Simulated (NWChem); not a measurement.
System: C₂HF₂, doublet; SMILES [CH]=C(F)F

Output (shortened):

```
             Northwest Computational Chemistry Package (NWChem) 7.3.0
             --------------------------------------------------------

 CS  symmetry detected

                             Geometry "geometry" -> ""
                             -------------------------

 Output coordinates in angstroms (scale by  1.889725989 to convert to a.u.)

  No.       Tag          Charge          X              Y              Z
 ---- ---------------- ---------- -------------- -------------- --------------
    1 C                    6.0000    -0.84288956    -1.14985447     0.00000000
    2 C                    6.0000    -0.10095739    -0.09587575     0.00000000
    3 F                    9.0000    -0.52457365     1.15936283     0.00000000
    4 F                    9.0000     1.24729543    -0.08368192     0.00000000
    5 H                    1.0000    -0.84141439    -2.20674689     0.00000000

 Effective nuclear repulsion energy (a.u.)     109.2155985554

      Symmetry information
      --------------------

 Group name             Cs
 Group number              2
 Group order               2
 No. of unique centers     5

                                Z-matrix (autoz)
                                --------

 Units are Angstrom for bonds and degrees for angles

      Type          Name      I     J     K     L     M      Value
      ----------- --------  ----- ----- ----- ----- ----- ----------
    1 Stretch                  1     2                       1.28893
    2 Stretch                  1     5                       1.05689
    3 Stretch                  2     3                       1.32479
    4 Stretch                  2     4                       1.34831
    5 Bend                     1     2     3               126.20852
    6 Bend                     1     2     4               125.66122
    7 Bend                     2     1     5               144.77699
    8 Bend                     3     2     4               108.13026
    9 Torsion                  3     2     1     5         180.00000
   10 Torsion                  4     2     1     5           0.00000

  xc_inp: hfexch multiplicative factor not found.

                           NWChem Geometry Optimization
                           ----------------------------

 maximum gradient threshold         (gmax) =   0.000450
 rms gradient threshold             (grms) =   0.000300
 maximum cartesian step threshold   (xmax) =   0.001800
 rms cartesian step threshold       (xrms) =   0.001200
 fixed trust radius                (trust) =   0.300000
 source of zmatrix                         =   autoz

          -------------------
          Energy Minimization
          -------------------

 Using diagonal initial Hessian
 Scaling for Hessian diagonals: bonds = 1.00  angles = 0.25  torsions = 0.10

          --------
          Step   0

                                 NWChem DFT Module
                                 -----------------

[...]

      ----------------------
      Optimization converged
      ----------------------

  Step       Energy      Delta E   Gmax     Grms     Xrms     Xmax
  ---- ---------------- -------- -------- -------- -------- --------
@    6    -274.87113784 -4.2D-08  0.00002  0.00001  0.00005  0.00012
                                     ok       ok       ok       ok

                                Z-matrix (autoz)
                                --------

 Units are Angstrom for bonds and degrees for angles

      Type          Name      I     J     K     L     M      Value     Gradient
      ----------- --------  ----- ----- ----- ----- ----- ---------- ----------
    1 Stretch                  1     2                       1.31628    0.00001
    2 Stretch                  1     5                       1.07483   -0.00000
    3 Stretch                  2     3                       1.29608    0.00001
    4 Stretch                  2     4                       1.30007   -0.00002
    5 Bend                     1     2     3               124.77440   -0.00001
    6 Bend                     1     2     4               124.84195    0.00001
    7 Bend                     2     1     5               134.02450    0.00001
    8 Bend                     3     2     4               110.38365    0.00000
    9 Torsion                  3     2     1     5         180.00000    0.00000
   10 Torsion                  4     2     1     5           0.00000    0.00000

                         Geometry "geometry" -> "geometry"
                         ---------------------------------

 Output coordinates in angstroms (scale by  1.889725989 to convert to a.u.)

  No.       Tag          Charge          X              Y              Z
 ---- ---------------- ---------- -------------- -------------- --------------
    1 C                    6.0000    -0.90552353    -1.12443579     0.00000000
    2 C                    6.0000    -0.10464286    -0.07983918     0.00000000
    3 F                    9.0000    -0.49974255     1.15455421     0.00000000
    4 F                    9.0000     1.19404988    -0.13960814     0.00000000
    5 H                    1.0000    -0.74668050    -2.18746730     0.00000000

 Effective nuclear repulsion energy (a.u.)     110.7798430651

      Symmetry information
      --------------------

 Group name             Cs
 Group number              2
 Group order               2
 No. of unique centers     5

                Final and change from initial internal coordinates
                --------------------------------------------------

                                Z-matrix (autoz)
                                --------

 Units are Angstrom for bonds and degrees for angles

[...]
```

Level: UHF/def2-SVP. In the optimisation the excess spin sits in a' (Cs, its own frame). The determinant is spin-contaminated (<S²> = 0.93). No stability test was run on the SCF state.

Problem. Reconstruct the input file.

Solution. Several could match; the one computed here: the input that was run:
```
start job
memory heap 200 mb stack 900 mb global 1100 mb
geometry units angstroms
  C      1.364839    -0.575657    -0.040747
  C      0.171762    -0.089198    -0.005259
  F     -0.956147    -0.783685     0.018901
  F     -0.142303     1.221885     0.013686
  H      2.394134    -0.337041    -0.066005
end
basis spherical
  C library def2-svp
  F library def2-svp
  H library def2-svp
end
dft
  odft
  mult 2
  xc hfexch
  iterations 150
end
driver
  maxiter 150
end
task dft optimize
```
